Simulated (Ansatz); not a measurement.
`O=CC([SiH3])[SiH3]`, relaxed with RKS PBE0-D4/def2-TZVP in the Gaussian-basis code of Ansatz from a PBE-D4/def2-SVP geometry. The force threshold is 0.005 eV/Å; the program also tests the step.

The species carries charge 0 and has multiplicity 1.

Start:

```xyz
13

O     1.548   -1.804   -0.041
C     1.268   -0.866    0.687
C     0.388    0.281    0.278
Si    0.333    0.452   -1.629
Si   -1.372    0.035    1.002
H     1.661   -0.823    1.748
H     0.741    1.221    0.762
H    -0.476   -0.650   -2.247
H     1.729    0.449   -2.184
H    -0.328    1.766   -1.950
H    -2.017   -1.170    0.381
H    -2.186    1.263    0.702
H    -1.289   -0.153    2.492
```

Q: By how much does the energy fall, and how many steps does the optimiser take? (Estimate.)

A: Ansatz gave: 0.06 eV, in 15 steps, 1 of them rejected.

Q: Which bonds change most? (Estimate.)

A: Computed: C3–Si5 from 1.919 to 1.895 Å; C3–Si4 from 1.916 to 1.893 Å; C2–H6 from 1.133 to 1.111 Å; Si5–H11 from 1.501 to 1.482 Å.

Q: Give the relaxed structure. (An estimate is asked.)

A: The calculation gave: 
```xyz
13

O     1.390   -1.859    0.038
C     1.259   -0.853    0.686
C     0.387    0.286    0.288
Si    0.325    0.482   -1.593
Si   -1.357   -0.002    0.970
H     1.792   -0.736    1.654
H     0.734    1.210    0.764
H    -0.569   -0.531   -2.205
H     1.691    0.369   -2.160
H    -0.221    1.835   -1.882
H    -1.909   -1.258    0.409
H    -2.208    1.150    0.576
H    -1.314   -0.094    2.453
```
